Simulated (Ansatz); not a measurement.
Ideal-gas functions of `C=[N][SbH][OH]` at 500 K and 1 bar, from an Ansatz frequency run at PBE0-D4/def2-TZVP.

Molar mass 167.81 g/mol, point group C1 (symmetry number 1), electronic degeneracy 1, moments of inertia 71.963, 150.394, 214.999 u Å². Harmonic wavenumbers (cm⁻¹, unscaled): 142, 166, 274, 332, 496, 526, 598, 660, 716, 906, 1111, 1205, 1494, 1729, 1954, 2996, 3068, 3889.

Use S(trans) = R[1.5 ln M + 2.5 ln T − 1.1517]; rotational temperatures θ = 24.2544 K / I; S(rot) = R[ln(√π/σ · √(T³/θAθBθC)) + 1.5]; for each mode x = 1.438777 ν̃/T, S = R[x/(eˣ − 1) − ln(1 − e⁻ˣ)] and H = RT x/(eˣ − 1); 1 cm⁻¹ = 0.0119627 kJ/mol; R = 8.31446 J/(mol·K).

Q: By hand: the entropy, in J/(mol·K).

A: Translation 183.5. Rotation: θ = 0.337, 0.1613, 0.1128 K, giving 115.9. Vibration, mode by mode: 15.81, 14.54, 10.50, 9.00, 6.03, 5.62, 4.76, 4.13, 3.63, 2.36, 1.48, 1.19, 0.61, 0.35, 0.20, 0.01, 0.01, 0.00, in all 80.2. Electronic 0.0. Sum 379.6 J/(mol·K).

Q: By hand: H − E and G − E in kJ/mol, counted from the electronic energy.

A: Zero-point energy ½ × 22262 × 0.0119627 = 133.2; thermal vibration 22.1; translation, rotation and pV give 4 RT = 16.6. H − E = 171.9 kJ/mol, and G − E = 171.9 − 500 × 379.6/1000 = -17.9 kJ/mol.

Vibration gives 21 % of the entropy, 15.8 J/(mol·K) of it from the mode under 150 cm⁻¹: soft modes count most, and the harmonic formula is weakest for them. The sum counts one conformer and one mirror image; others add a mixing term.
